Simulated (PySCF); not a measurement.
Delta-SCF ions had no search for a lower state. Excitations are Tamm–Dancoff values on a coarser integration grid. The basis has no diffuse functions, so Rydberg states are missing or too high.

# C9H10BNSi, SMILES `Bc1c([SiH3])ccc2ncccc12` (charge 0, multiplicity 1)

Level of theory: PBE-D3(BJ)/def2-TZVP // PBE-D3(BJ)/def2-SVP in PySCF.

The HOMO is -6.14 eV and the dipole moment comes out as 1.12 D. The HOMO–LUMO gap comes out as 2.63 eV, the LUMO comes out as -3.52 eV and the S1 excitation (TDA) comes out as 2.67 eV. The S1 oscillator strength is 0.000 and the brightest of the four lowest singlets (TDA) is 3.60 eV. The T1 excitation (TDA) is 2.49 eV, the S1–T1 gap (TDA) comes out as 0.18 eV and the vertical ionisation energy (Delta-SCF) is 8.59 eV. The total energy is -19524.80 eV. The cost comes out as about 25 core-minutes (a rough figure).

```xyz
22

B     -1.3547     0.6313    -1.8209
C     -0.6657     0.2103    -0.5080
C     -1.4611     0.0074     0.6512
Si    -3.3536     0.2391     0.6524
C     -0.8539    -0.3839     1.8784
C      0.5173    -0.5743     1.9736
C      1.3633    -0.3839     0.8442
N      2.7041    -0.5885     1.0151
C      3.4919    -0.4115    -0.0328
C      3.0224    -0.0231    -1.3182
C      1.6655     0.1863    -1.5029
C      0.7685     0.0115    -0.4094
H     -2.5619     0.7852    -1.8388
H     -0.7582     0.8232    -2.8620
H     -3.7594     1.6484     0.3247
H     -3.8111    -0.0663     2.0550
H     -4.0497    -0.7085    -0.2834
H     -1.4806    -0.5387     2.7707
H      1.0001    -0.8759     2.9153
H      4.5730    -0.5813     0.1257
H      3.7343     0.1069    -2.1471
H      1.2695     0.4864    -2.4827
```
Charge 0, spin multiplicity 1.
